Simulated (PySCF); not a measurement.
## Ionisation energy of S⁺ by level of theory

S⁺ [Ne] 3s2 3p3 (4S) → S²⁺ [Ne] 3s2 3p2 (3P), as a difference of total energies. Computed with PySCF 2.14 in aug-cc-pV(T+d)Z, with no relativity, point nucleus. Correlated levels: valence: [Ne] frozen. The calculations carry no spin-orbit coupling.

| method | ionisation energy (eV) | plus first-order spin-orbit estimate | error of that sum (eV) |
| --- | --- | --- | --- |
| UHF | 22.721 | 22.659 | -0.679 |
| LDA | 23.399 | 23.337 | -0.001 |
| PBE | 23.320 | 23.259 | -0.079 |
| PBE0 | 23.387 | 23.326 | -0.012 |
| r2SCAN | 23.522 | 23.460 | +0.122 |
| M06-L | 23.487 | 23.426 | +0.088 |
| wB97X-V | 23.155 | 23.094 | -0.244 |
| B2PLYP | 23.197 | 23.135 | -0.203 |
| BLYP | 23.020 | 22.959 | -0.379 |
| MP2 (valence) | 23.342 | 23.280 | -0.058 |
| SCS-MP2 (valence) | 23.154 | 23.093 | -0.245 |

Reference: 23.338 eV (measured; NIST Atomic Spectra Database, ionization energies).

A first-order spin-orbit estimate (lowest level to lowest level, LS coupling) adds -0.061 eV.

Errors of the correlated levels include the incompleteness of this basis and the frozen core.
